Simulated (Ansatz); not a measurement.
Ge₃Se₄, relaxed as a singlet with RKS PBE-D4/def2-SVP in Ansatz, starting from the GFN2-xTB geometry. Force threshold 0.02 eV/Å.

Another isomer (singlet) lies 0.58 eV lower at PBE0-D4/def2-TZVP; other spin states weren't run for this one.

Start:

```xyz
7

Ge    2.2318   -0.0951   -0.6114
Ge   -1.0016   -0.5037   -1.6341
Ge   -1.0913    1.1287    2.0467
Se    0.9738   -0.3569    1.7599
Se    0.7586    1.2445   -1.8944
Se    0.5259   -1.9517    0.0835
Se   -2.3973    0.5340    0.2498
```

| step | energy (eV) | largest force component (eV/Å) | SCF passes |
| --- | --- | --- | --- |
| 1 | -430842.4261 | 0.471 | 22 |
| 2 | -430842.4886 | 0.395 | 29 |
| 3 | -430842.5213 | 0.129 | 21 |
| 4 (rejected) | -430842.5045 | 0.247 | 27 |
| 5 | -430842.5308 | 0.083 | 22 |
| 6 (rejected) | -430842.5304 | 0.105 | 22 |
| 7 | -430842.5327 | 0.012 | 23 |

Force components are those of the run's own axes.

End:

Cartesian coordinates in Å:
```
Ge 2.1906 0.0115 -0.5903
Ge -0.9729 -0.5862 -1.5995
Ge -0.9895 1.1286 2.0395
Se 0.8996 -0.4274 1.8754
Se 0.6813 1.2467 -1.9421
Se 0.4857 -1.9470 0.0265
Se -2.2948 0.5737 0.1904
```

By distances, no bond broke or formed. The bond that changes most is Ge2–Se6, from 2.72 to 2.57 Å (atoms count from 1).

No frequencies were taken in this run, so the end may be a saddle point.

It took 26 s on 4 threads of Intel Xeon Platinum 8175M on a shared host, peak host memory 0.55 GiB.
